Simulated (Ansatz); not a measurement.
Gas-phase electronic energies from Ansatz, PBE0-D4/def2-TZVP geometries. CCSD(T)/CBS is the MP2 limit (def2-TZVPP, def2-QZVPP) plus CCSD(T) − MP2 in def2-TZVPP, frozen cores. This one scheme is used for every species. DFT in def2-TZVPP. B3LYP here is the variant with VWN-RPA as its local correlation; programs differ in this. HSE06 is defined as in plane-wave codes. Elements past krypton have def2 core potentials. For Sn outer-core shells are correlated without core-valence functions, which leaves a few kJ/mol of doubt a bond.

Reaction (formal hydrolysis of the Sn–C bond): `B[CH2][SnH3]` + H₂O → `[OH][SnH3]` + `BC`

```csv
level,ΔE (kJ/mol),difference from CCSD(T)/CBS
LDA (SPW92),12.5,7.5
revPBE-D4,2.5,-2.5
r2SCAN-D4,-3.9,-8.9
B3LYP-D4,-6.6,-11.6
r2SCAN0-D4,-0.4,-5.4
ωB97X-V,-9.8,-14.8
BLYP,-17.3,-22.3
r2SCAN,-5.1,-10.1
B3LYP,-14.2,-19.2
HSE06,0.9,-4.1
LC-ωPBE,-9.0,-14.0
HF/def2-TZVPP,-27.9,-32.9
CCSD/def2-TZVPP,0.7,-4.3
MP2/def2-QZVPP,8.8,3.8
SCS-MP2/def2-QZVPP,-1.7,-6.7
MP2/CBS(def2),9.3,4.3
CCSD(T)/CBS,5.0,0
```

Largest T1 diagnostic among the species: 0.014.

In def2-TZVPP, CCSD(T) changes the Hartree–Fock value by +32.5 kJ/mol (the triples alone add +4.0 kJ/mol) and MP2 by +36.8 kJ/mol. Leaving LDA and LC-ωPBE aside and taking each functional with its dispersion term where it has one, the values, not all of them listed here, spread over 19.0 kJ/mol, from B97M-V to HSE06-D4. LDA lies +13.6 kJ/mol from PBE without D4. At CCSD(T), def2-SVP lies −9.4 kJ/mol from the extrapolated value and def2-TZVPP −0.4 kJ/mol.
